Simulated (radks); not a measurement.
The mean radii <r> (bohr) of the occupied orbitals of an atom or ion are listed with their occupations. All-electron calculation, scalar-relativistic Kohn-Sham, HCTH/407, spin-polarised, spherical densities, point nucleus. Program: a radial shooting solver on a logarithmic mesh with Libxc functionals.

| orbital | occ. | <r> |
|---|---|---|
| 1s up | 1 | 0.02612 |
| 1s down | 1 | 0.02612 |
| 2s up | 1 | 0.1121 |
| 2s down | 1 | 0.1121 |
| 2p up | 3 | 0.09819 |
| 2p down | 3 | 0.09819 |
| 3s up | 1 | 0.2989 |
| 3s down | 1 | 0.2989 |
| 3p up | 3 | 0.2967 |
| 3p down | 3 | 0.2967 |
| 3d up | 5 | 0.2730 |
| 3d down | 5 | 0.2730 |
| 4s up | 1 | 0.6931 |
| 4s down | 1 | 0.6931 |
| 4p up | 3 | 0.7366 |
| 4p down | 3 | 0.7363 |
| 4d up | 5 | 0.8276 |
| 4d down | 5 | 0.8258 |
| 5p up | 3 | 1.860 |
| 5p down | 2 | 1.873 |
| 6s up | 1 | 3.682 |
| 6s down | 1 | 3.706 |

Name the element and its charge. Open shells, if any, are filled with parallel spins first.

Answer. Z = 55, caesium, charge +2: Cs2+ in [Kr] 4d10 5p5 6s2. The 1s radius gives Z: for a bare nucleus <r> = (2 gamma + 1)/(2Z) with gamma = sqrt(1 - (Z/c)^2), 0.02574 bohr for Z = 55, and screening makes it slightly larger (0.02612 here). The occupations add up to 53, and the charge is Z minus that.
